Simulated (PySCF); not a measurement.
Compound: C₅H₁₀O₃Si.
Atom-mapped SMILES: `[CH:1]#[C:2][Si@@H:3]([O:4][CH3:5])[O:6][CH2:7][O:8][CH3:9]` (hydrogens: H10 on C1; H11 on Si3; H12, H13, H14 on C5; H15, H16 on C7; H17, H18, H19 on C9)

Geometry (PBE0-D3(BJ)/def2-SVP, Å), atoms numbered from 1 in this order:
```
atom  x, y, z in Å
C1    -2.9320   -1.2682    0.4819
C2    -1.9181   -0.9987   -0.1355
Si3   -0.3755   -0.6207   -1.0592
O4    -0.1120    1.0112   -1.0324
C5    -1.0736    2.0291   -1.0598
O6     0.9173   -1.3922   -0.3776
C7     1.1332   -1.5459    0.9988
O8     1.0373   -0.3658    1.7037
C9     2.0608    0.5611    1.4414
H10   -3.8278   -1.5069    1.0280
H11   -0.4604   -1.1275   -2.4482
H12   -0.5965    2.9719   -0.7529
H13   -1.9114    1.8244   -0.3703
H14   -1.4873    2.1709   -2.0741
H15    0.3758   -2.2213    1.4311
H16    2.1387   -1.9979    1.1035
H17    2.0005    0.9533    0.4131
H18    1.9348    1.3938    2.1461
H19    3.0590    0.1103    1.5997
```

The closed-shell ground state was solved at several levels (PySCF, density fitting, gas phase, non-relativistic).

```tsv
level	basis functions	total energy (Eh)	HOMO (eV)	LUMO (eV)	gap (eV)	dipole (D)
PBE0/pcSseg-1	210	-711.0519	-7.85	-0.20	7.65	1.36
KT3/pcSseg-1	210	-720.0936	-6.44	-1.08	5.36	1.25
```

Q: What might CAM-B3LYP/def2-SVPD (273 basis functions) give for the same quantities?

A: Total energy -711.1557 Eh, HOMO -9.39 eV, LUMO 0.79 eV, gap 10.18 eV, dipole 1.24 D.

Q: Over all these levels, which gives the widest orbital gap and which the narrowest?

A: CAM-B3LYP/def2-SVPD (range-separated hybrid) has the widest, 10.18 eV, and KT3/pcSseg-1 (GGA) the narrowest, 5.36 eV. Functional and basis both differ between the two, so the spread mixes both effects.

Q: How far do the dipole and the HOMO energy spread over the levels?

A: The dipole runs from 1.24 to 1.36 D (mean 1.28 D) and the HOMO from -9.39 to -6.44 eV.

One conformer stands for the species.
